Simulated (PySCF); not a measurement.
ethylene glycol (C2H6O2), SMILES OCCO. Geometry: PBE0-D3(BJ)/def2-SVP. Other conformers were not sampled.

Give the equilibrium geometry at PBE0-D3(BJ)/def2-SVP (PySCF confirms it by a frequency run) as bond lengths and angles. (Estimate from the structure and the level; the computed values follow.)

One answer among several that fit: 
Atoms: O1 C2 C3 O4 H5 H6 H7 H8 H9 H10. Bonded distances (Å): O1–C2 1.410, O1–H5 0.961, C2–C3 1.512, C2–H6 1.107, C2–H7 1.108, C3–O4 1.396, C3–H8 1.102, C3–H9 1.110, O4–H10 0.967. Angles (°): C2–O1–H5 109.1, O1–C2–C3 106.3, O1–C2–H6 111.2, O1–C2–H7 112.1, C3–C2–H6 108.9, C3–C2–H7 110.3, H6–C2–H7 108.1, C2–C3–O4 110.8, C2–C3–H8 109.9, C2–C3–H9 108.5, O4–C3–H8 108.4, O4–C3–H9 111.9, H8–C3–H9 107.3, C3–O4–H10 105.0.
Charge 0, spin multiplicity 1.
